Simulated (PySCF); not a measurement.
## Peak assignment

Atom-mapped SMILES (the numbers label the heavy atoms): `[CH3:1][CH2:2]/[CH:3]=[CH:4]\[C:5]#[C:6][CH2:7][C:8]([F:9])([F:10])[F:11]`; H(Xn) means a hydrogen on atom n.

How the numbers were obtained: PBE0-D3(BJ)/def2-SVP structure, NMR shieldings at PBE0/pcSseg-1/GIAO, J couplings at B3LYP/pcJ-1 (spin–dipole term only in couplings to heteroatoms), in PySCF (non-relativistic, averaged over atoms made equivalent by symmetry, fast rotation or ring inversion, a single conformation, no solvent).

References, each an isolated molecule treated in the same way: TMS for ¹³C (σ = 184.41 ppm), ¹H (σ = 31.27 ppm).

Question: Assign these signals to the numbered atoms. ¹³C{¹H} NMR (computed): δ 159.6, 129.7 (q, J = 343.4 Hz), 114.5, 91.8 (q, J = 4.2 Hz), 87.6, 29.2 (q, J = 36.9 Hz), 27.8, 15.3.

Answer: 
| δ (ppm) | atoms | environment | reason |
| --- | --- | --- | --- |
| 159.6 | C3 | alkene CH | the olefinic region |
| 129.7 | C8 | CF3 carbon | 3 electronegative neighbours deshield it |
| 114.5 | C4 | alkene CH | the olefinic region |
| 91.8 | C6 | alkyne carbon | sp carbons lie upfield of alkene carbons because the cylindrical π system leaves one tensor component strongly shielded |
| 87.6 | C5 | alkyne carbon | – |
| 29.2 | C7 | propargylic sp3 CH2 | saturated and bonded to C and H only |
| 27.8 | C2 | allylic sp3 CH2 | a saturated carbon with 2 carbon neighbours and no heteroatom attached |
| 15.3 | C1 | methyl carbon | aliphatic region, no heteroatom directly attached |

C7 and C2 lie closer than the usual error of such a calculation, so a measured spectrum could show them in the other order.

Question: Assign these signals to the numbered atoms. ¹H NMR (600 MHz, computed): δ 6.18 (dtt, J = 12.4, 9.3, 1.5 Hz, 1H), 5.50 (dtt, J = 12.4, 2.8, 1.7 Hz, 1H), 3.00 (qdd, J = 9.1, 2.8, 1.5 Hz, 2H), 2.39 (dqd, J = 9.3, 8.5, 1.7 Hz, 2H), 1.03 (t, J = 8.5 Hz, 3H).

Answer: 
```tsv
δ (ppm)	atoms	environment	reason
6.18	H(C3)	hydrogen on an alkene CH	a vinylic proton, deshielded by the sp2 carbon and the C=C anisotropy
5.50	H(C4)	hydrogen on an alkene CH	–
3.00	H(C7)	hydrogen on a propargylic sp3 CH2	–
2.39	H(C2)	hydrogen on an allylic sp3 CH2	allylic position
1.03	H(C1)	hydrogen on a methyl carbon	–
```

C–F couplings over four or more bonds (about 3 Hz to the para carbon of a fluoroarene) are left out. Common functionals overestimate the size of one-bond C–F couplings by tens of Hz; these are unscaled. Multiplet labels drop couplings under 1 Hz and merge nearly equal ones. Unscaled 3J(H,H) at this level run about 10 % above measured values. Shifts are as computed. Against solution values, carbons near 30 ppm lie about +2 ppm off and those near 130 ppm about +5 ppm. Of 1211 compounds with measured shifts, 218 miss one by over three times the rms of a fit or turn the order of signals round; such compounds aren't used in these exercises. Couplings across =CH–CH2 type bonds come from one rotamer and its mirror image, and can be 1–2 Hz further off.
